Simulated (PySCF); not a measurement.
CH₃AlF₂ (SMILES [CH3][Al]([F])[F]), singlet, at a GFN2-xTB geometry (such geometries of metal compounds can be far from the true shape). Base run: PBE0/STO-3G run with PySCF.

Geometry (Å):
```xyz
7

Al     0.0518     0.0401     0.0022
C     -1.5081    -1.1657    -0.0623
H     -1.3067    -2.0387    -0.6832
H     -2.3766    -0.6489    -0.4682
H     -1.7606    -1.5376     0.9306
F      0.0110     1.6016    -0.5291
F      1.5244    -0.4130     0.5920
```
Charge 0, spin multiplicity 1.
All else is at PySCF's defaults.
Base energy -475.50710 Eh.

Each row names what was changed in the base input (with any setting that the change needs).

```json
[
 {"change": "base", "ΔE vs base (mEh)": "0.000", "grid points": "91248", "electrons on the grid": "39.99999"},
 {"change": "grids.level = 2", "ΔE vs base (mEh)": "-0.012", "grid points": "62424", "electrons on the grid": "40.00001"},
 {"change": "grids.prune = dft.gen_grid.sg1_prune", "ΔE vs base (mEh)": "0.211", "grid points": "38384", "electrons on the grid": "39.99921"},
 {"change": "grids.prune = off", "ΔE vs base (mEh)": "0.000", "grid points": "147976", "electrons on the grid": "39.99999"},
 {"change": "grids.level = 5", "ΔE vs base (mEh)": "-0.011", "grid points": "244408", "electrons on the grid": "40.00000"},
 {"change": "grids.atom_grid = (50, 194)", "ΔE vs base (mEh)": "0.044", "grid points": "46096", "electrons on the grid": "39.99953"},
 {"change": "grids.atom_grid = (150, 974)", "ΔE vs base (mEh)": "-0.011", "grid points": "562024", "electrons on the grid": "40.00000"},
 {"change": "grids.prune = dft.gen_grid.treutler_prune", "ΔE vs base (mEh)": "-0.002", "grid points": "80376", "electrons on the grid": "39.99999"},
 {"change": "grids.atom_grid = (75, 302)", "ΔE vs base (mEh)": "-0.012", "grid points": "100808", "electrons on the grid": "40.00001"},
 {"change": "grids.radi_method = mura_knowles", "ΔE vs base (mEh)": "0.000", "grid points": "86200", "electrons on the grid": "39.99999"},
 {"change": "grids.level = 0", "ΔE vs base (mEh)": "-35.837", "grid points": "6744", "electrons on the grid": "40.01310"}
]
```
